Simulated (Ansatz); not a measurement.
Basis-set extrapolation for `N#Cc1ccncc1` (PBE0-D4/def2-TZVP geometry, frozen core, Ansatz 0.2.0). Multiplicity 1, RHF reference.

```json
{"": "HF", "def2-TZVPP": "-338.545943", "def2-QZVPP": "-338.559470"}
{"": "MP2 correlation", "def2-TZVPP": "-1.301896", "def2-QZVPP": "-1.386394"}
{"": "CCSD(T) correlation", "def2-TZVPP": "-1.384558", "def2-QZVPP": "not run"}
```

Energies in hartree. Use E(X) = E(∞) + A·exp(−7.88·√X) for Hartree–Fock and E(X) = E(∞) + B·X^(−2.97) for correlation, with X = 3 and 4, and add CCSD(T) minus MP2 of the smaller set to the MP2 limit.

Q: What is the CCSD(T) energy at the basis-set limit?

A: HF limit: -338.559470 + (-0.013527) × 0.13774 = -338.56133. MP2 limit: -1.386394 + (-0.084498) × 0.74074 = -1.44899. Higher-order term: -1.384558 − (-1.301896) = -0.08266. Total: -340.09298 hartree, 4.42 eV below CCSD(T)/def2-TZVPP.
